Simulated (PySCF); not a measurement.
## B²⁺: excitation energy

B²⁺ [He] 2s1 (2S) → B²⁺ [He] 2p1 (2P), as a difference of total energies. Calculation: PySCF 2.14, in aug-cc-pVTZ (5s4p3d2f, 46 functions); no relativity, point nucleus. The calculations carry no spin-orbit coupling.

| method | excitation energy (eV) |
| --- | --- |
| UHF | 6.071 |
| LDA | 5.375 |
| PBE | 5.322 |
| PBE0 | 5.510 |
| r2SCAN | 5.393 |
| wB97X | 5.361 |
| B97-3 | 5.365 |
| wB97X-V | 5.614 |
| M06-L | 4.779 |
